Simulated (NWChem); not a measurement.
# Ga anion, triplet

Program: NWChem. Spin-unrestricted. The open p shell is one determinant without spherical averaging. Sets without diffuse functions describe the anion's extra electron poorly. No stability test was run on the SCF state. The highest occupied level is positive in some or all of these runs, so the extra electron may be held by the finite basis. Total energies compare along this basis series because the functional is fixed.

```tsv
level	basis functions	energy (Ha)	highest occupied level (eV)	lowest empty minus highest occupied level, either spin (eV)	<S²>
B3LYP/cc-pVDZ	27	-1924.8259	2.33	1.29	2.00
B3LYP/aug-cc-pVDZ	36	-1924.8470	1.01	1.08	2.00
B3LYP/cc-pVTZ	43	-1924.8969	2.10	1.27	2.00
B3LYP/aug-cc-pVTZ	59	-1924.9119	1.13	1.11	2.00
B3LYP/cc-pVQZ	68	-1924.9106	1.55	1.19	2.00
```
